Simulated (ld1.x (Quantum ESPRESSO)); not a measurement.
# Building the TM potential for carbon (C) (revPBE, scalar-relativistic).

C (Z = 6), norm-conserving Troullier–Martins (Kleinman–Bylander form), made with ld1.x (Quantum ESPRESSO) 7.5 (revPBE, scalar-relativistic). Core [He], reference 2s2 2p1 (charge +1). Waves: 2p (bound): rc 2.65 bohr; 2s (bound): rc 0.90 bohr. Local part: the s channel. Core correction: none.

All-electron outer shells of the reference configuration (revPBE, scalar-relativistic, ld1.x):

| shell | level (eV) | outermost node (bohr) | outermost maximum (bohr) |
| --- | --- | --- | --- |
| 2s | -25.79 | 0.38 | 1.17 |
| 2p | -16.94 | – | 1.11 |

Calculated quality:

| Quantity | Value |
| --- | --- |
| Cutoffs needed | 60 Ry and 110 Ry (the cutoffs (Ry, on a coarse ladder) from which the occupation-weighted sum of valence levels, in a spherical-Bessel basis at the reference potential, stays within 10 and 1 mRy of its value at 400 Ry) |
| Ghost test | no extra level below or beside the all-electron valence levels (p, s, d, f tested) (spherical-Bessel basis up to 400 Ry, 20 bohr box) |
| Largest excitation error | +751 meV (all-electron minus pseudo) for 2s1 2p0, out of 7 test configurations |

Generation and tests took about 0.85 s on one core of a shared server CPU.
